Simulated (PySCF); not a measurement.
# Telling isomers of C₃H₁₁NOSi₃ apart by NMR

Relativity neglected, fast rotation and ring inversion assumed for equivalent nuclei, isolated molecule, single conformer. PBE0/pcSseg-1 with gauge-including orbitals; geometry: GFN2-xTB; PySCF.

Referencing at the same level of theory: ¹H (31.72 ppm) and ¹³C (186.93 ppm) against TMS. Where no couplings were computed, multiplicities follow the n + 1 count of equivalent neighbours, and m marks all less simple cases (inequivalent or close neighbours, rings, F or P nearby). Shifts are as computed. Against solution values, carbons near 30 ppm lie about +3 ppm off and those near 130 ppm about +5 ppm. Of 1211 compounds with measured shifts, 218 miss one by over three times the rms of a fit or turn the order of signals round; such compounds aren't used in these exercises. OH and NH positions are gas-phase values without hydrogen bonding to other molecules.

(1) Tabulate the signals of `C=CC(=O)[SiH2]N([SiH3])[SiH3]`, `C[SiH2]O[Si@H]1C=C[SiH2]N1` and their relative energies.

(2) What is the quickest way to tell C=CC(=O)[SiH2]N([SiH3])[SiH3] from C[SiH2]O[Si@H]1C=C[SiH2]N1?

Results:

(1) 
```tsv
SMILES	carbon types	δC	δH	E rel. (kcal/mol)
C=CC(=O)[SiH2]N([SiH3])[SiH3]	1×C 1×CH 1×CH2	239.0, 150.6, 144.7	6.94 (m, 1H), 6.79 (m, 1H), 6.48 (m, 1H), 5.34 (s, 2H), 4.88 (s, 6H)	78.4
C[SiH2]O[Si@H]1C=C[SiH2]N1	2×CH 1×CH3	159.1, 156.0, -0.4	7.44 (m, 1H), 7.42 (m, 1H), 5.32 (m, 1H), 5.27 (m, 1H), 5.24 (m, 1H), 5.22 (m, 1H), 5.14 (m, 1H), 0.42 (br s, 1H), 0.24 (m, 3H)	0.0
```

Energies are electronic energies at PBE0/pcSseg-1 on these geometries, without zero-point or thermal terms, each for the one conformer computed, which needn't be the lowest.

(2) Both give the same number of carbon signals, but DEPT or the intensities differ. The first has a carbonyl carbon (C) at 239.0 ppm, the second a methyl carbon bonded to Si (CH3) at -0.4 ppm. Their most deshielded carbons lie at 239.0 and 159.1 ppm. In the proton spectra the most deshielded non-exchanging signals are 6.94 (m, 1H) and 7.44 (m, 1H).
